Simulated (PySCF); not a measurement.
CH₃AlFI, SMILES [CH3][Al]([F])[I]. The structure is a stationary point at B3LYP-D3(BJ)/def2-SVP. The def2 effective core potentials stand for the cores of I; spin–orbit coupling is left out.

Problem. Give the equilibrium geometry at B3LYP-D3(BJ)/def2-SVP (PySCF confirms it by a frequency run) as a Z-matrix. (The exact figures need the calculation; the answer reports its results.)

Solution. 
```
Al
F 1 1.6666
C 1 1.9365 2 120.09
H 3 1.1003 1 112.19 2 -175.52
H 3 1.1029 4 108.66 1 -122.29
H 3 1.1034 4 108.35 5 -116.06
I 1 2.4762 2 115.99 3 179.78
```
Charge 0, spin multiplicity 1.
